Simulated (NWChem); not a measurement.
System: NbNH2OF2; SMILES [NH]=[Nb]([OH])([F])[F]

Output (shortened):

```
             Northwest Computational Chemistry Package (NWChem) 7.3.0
             --------------------------------------------------------

                             Geometry "geometry" -> ""
                             -------------------------

 Output coordinates in angstroms (scale by  1.889725989 to convert to a.u.)

  No.       Tag          Charge          X              Y              Z
 ---- ---------------- ---------- -------------- -------------- --------------
    1 Nb                  41.0000     0.00043800    -0.05375500     0.03371000
    2 N                    7.0000    -0.00136200     0.04456100    -1.72004500
    3 H                    1.0000    -0.00216500     0.04730300    -2.74323800
    4 F                    9.0000     1.57426300    -0.94937900     0.56887700
    5 F                    9.0000    -1.56447200    -0.96347200     0.57124400
    6 O                    8.0000    -0.00701200     1.72077500     0.71156000
    7 H                    1.0000    -0.01149800     2.56869100     0.23372100

 Effective nuclear repulsion energy (a.u.)     486.8616957150

                              NWChem Property Module
                              ----------------------

                                 NWChem DFT Module
                                 -----------------

 Summary of "ao basis" -> "ao basis" (spherical)
 ------------------------------------------------------------------------------
       Tag                 Description            Shells   Functions and Types
 ---------------- ------------------------------  ------  ---------------------
 Nb                          sto-3g                 11       27   5s4p2d
 N                           sto-3g                  3        5   2s1p
 H                           sto-3g                  1        1   1s
 F                           sto-3g                  3        5   2s1p
 O                           sto-3g                  3        5   2s1p

            General Information
            -------------------
          SCF calculation type: DFT
          Wavefunction type:  closed shell.
          No. of atoms     :     7
          No. of electrons :    76
           Alpha electrons :    38
            Beta electrons :    38
          Charge           :     0
          Spin multiplicity:     1
          Use of symmetry is: off; symmetry adaption is: off
          Maximum number of iterations: 150
          AO basis - number of functions:    49
                     number of shells:    25
          Convergence on energy requested:  1.00D-06
          Convergence on density requested:  1.00D-05
          Convergence on gradient requested:  5.00D-04

              XC Information
              --------------
                         B3LYP Method XC Potential
                     Hartree-Fock (Exact) Exchange  0.200
                        Slater Exchange Functional  0.800 local
                    Becke 1988 Exchange Functional  0.720 non-local
              Lee-Yang-Parr Correlation Functional  0.810
                  VWN I RPA Correlation Functional  0.190 local

             Grid Information
             ----------------
          Grid used for XC integration:  medium
          Radial quadrature: Mura-Knowles
          Angular quadrature: Lebedev.
          Tag              B.-S. Rad. Rad. Pts. Rad. Cut. Ang. Pts.
          ---              ---------- --------- --------- ---------
          Nb                  1.45      123           8.0       590
          N                   0.65       49           8.0       434
          H                   0.35       45          10.0       434
          F                   0.50       49          10.0       434
          O                   0.60       49          10.0       434
          Grid pruning is: on
          Number of quadrature shells:   409
          Spatial weights used:  Erf1

      Superposition of Atomic Density Guess
      -------------------------------------

 Sum of atomic energies:       -4040.14604111

      Non-variational initial energy
      ------------------------------

 Total energy =   -4039.855199
 1-e energy   =   -6573.649921
 2-e energy   =    2046.933026
 HOMO         =      -0.186271
 LUMO         =       0.210820

   convergence    iter        energy       DeltaE   RMS-Dens  Diis-err
 ---------------- ----- ----------------- --------- --------- ---------
 d= 0,ls=0.0,diis     1  -4043.7434258595 -4.53D+03  9.58D-02  2.48D+00
 d= 0,ls=0.0,diis     2  -4040.2433994961  3.50D+00  7.17D-02  2.61D+01
 d= 0,ls=0.0,diis     3  -4044.1716360885 -3.93D+00  1.24D-02  1.60D-01
 d= 0,ls=0.0,diis     4  -4044.1748105375 -3.17D-03  6.52D-03  1.34D-01
 d= 0,ls=0.0,diis     5  -4044.1949963943 -2.02D-02  1.56D-03  5.07D-03
  Resetting Diis
 d= 0,ls=0.0,diis     6  -4044.1955918558 -5.95D-04  5.79D-04  1.63D-03
 d= 0,ls=0.0,diis     7  -4044.1958297287 -2.38D-04  4.19D-04  5.56D-05
 d= 0,ls=0.0,diis     8  -4044.1957729523  5.68D-05  3.23D-04  4.61D-04
 d= 0,ls=0.0,diis     9  -4044.1958371617 -6.42D-05  3.27D-05  1.60D-06
 d= 0,ls=0.0,diis    10  -4044.1958373914 -2.30D-07  1.11D-05  3.97D-07
 d= 0,ls=0.0,diis    11  -4044.1958374566 -6.52D-08  3.60D-07  9.18D-11

[...]

 DFT Linear Response polarizability / au
 Frequency  =       0.0773000 / au
 Wavelength =     589.4353558 / nm
              X              Y              Z
 -----------------------------------------------
 X      22.0810230     -0.0399965      0.0073020
 Y      -0.0399965     30.7879291      0.5593278
 Z       0.0073020      0.5593228     34.4839790
 -----------------------------------------------
 Eigenvalues =      22.0808314     30.7053313     34.5667685
 Isotropic   =      29.1176437
 Anisotropic =      11.0722924
 -----------------------------------------------

 Magnetic Dipole Response Matrix (nonzero elements):
```

Level: B3LYP/STO-3G, non-relativistic. STO-3G and 3-21G are far too small for this property and stand as cheap habits. All runs use the structure optimised with PBE-D3(BJ)/def2-SVP (def2 core potentials past Kr).

Question: Write an input that gives this output.

Answer: Several could match; the one computed here: the input that was run:
```
start job
memory heap 200 mb stack 900 mb global 1100 mb
geometry units angstroms noautosym nocenter noautoz
  Nb     0.000438    -0.053755     0.033710
  N     -0.001362     0.044561    -1.720045
  H     -0.002165     0.047303    -2.743238
  F      1.574263    -0.949379     0.568877
  F     -1.564472    -0.963472     0.571244
  O     -0.007012     1.720775     0.711560
  H     -0.011498     2.568691     0.233721
end
basis spherical
  * library sto-3g
end
dft
  xc b3lyp
  iterations 150
end
property
  response 1 0.0773
end
task dft property
```
